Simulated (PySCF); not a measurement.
ZnGa: frontier orbitals

MN15 at R = 2.720 Å; Zn pcseg-1, Ga pcseg-1; no relativity (PySCF 2.14). State: ²Π (doublet), unpaired electrons π ↑. Only the outer orbitals are listed, counted within each symmetry.

| spin | orbital | occ. | ε (eV) | on Zn (%) | main shells (%) |
| --- | --- | --- | --- | --- | --- |
| α | 12σ | 1 | -15.46 | 99 | 99 Zn d |
| α | 6π | 1 | -15.42 | 100 | 100 Zn d |
| α | 6π | 1 | -15.40 | 100 | 100 Zn d |
| α | 2δ | 1 | -15.37 | 100 | 100 Zn d |
| α | 2δ | 1 | -15.37 | 100 | 100 Zn d |
| α | 13σ | 1 | -10.98 | 17 | 81 Ga s, 15 Zn s |
| α | 14σ | 1 | -7.28 | 72 | 71 Zn s, 17 Ga s, 11 Ga p |
| α | 7π | 1 | -4.28 | 6 | 94 Ga p |
| α | 7π | 0 | -1.84 | 7 | 92 Ga p |
| α | 15σ | 0 | -1.78 | 35 | 67 Ga p, 18 Zn p, 16 Zn s |
| α | 8π | 0 | 2.29 | 80 | 80 Zn p, 12 Ga d |
| β | 12σ | 1 | -15.46 | 99 | 99 Zn d |
| β | 6π | 1 | -15.42 | 100 | 100 Zn d |
| β | 6π | 1 | -15.38 | 100 | 100 Zn d |
| β | 2δ | 1 | -15.37 | 100 | 100 Zn d |
| β | 2δ | 1 | -15.37 | 100 | 100 Zn d |
| β | 13σ | 1 | -10.42 | 21 | 77 Ga s, 19 Zn s |
| β | 14σ | 1 | -7.15 | 71 | 71 Zn s, 20 Ga s, 9 Ga p |
| β | 7π | 0 | -1.71 | 8 | 91 Ga p |
| β | 15σ | 0 | -1.61 | 33 | 69 Ga p, 19 Zn p, 14 Zn s |
| β | 7π | 0 | -0.92 | 10 | 89 Ga p, 10 Zn p |

Which are the highest filled and the lowest empty level, where do they sit, and how wide is the gap?

Highest filled α 7π at -4.28 eV (in %: 94 Ga p); lowest empty α 7π at -1.84 eV (in %: 92 Ga p); the gap at MN15 is 2.44 eV. Both belong to one degenerate shell, split only by its one-sided filling, so this is no excitation gap.

```json
{
 "bond order (Mayer)": "0.56",
 "⟨S²⟩": "0.753",
 "charge on Zn (Mulliken, basis-dependent)": "0.15",
 "charge on Zn (Löwdin, basis-dependent)": "0.29",
 "dipole moment (positive dipole means Zn(−)Ga(+))": "-1.07 D"
}
```

Spin–orbit coupling is left out. The state was picked by a PBE0 search and need not be the measured ground state.
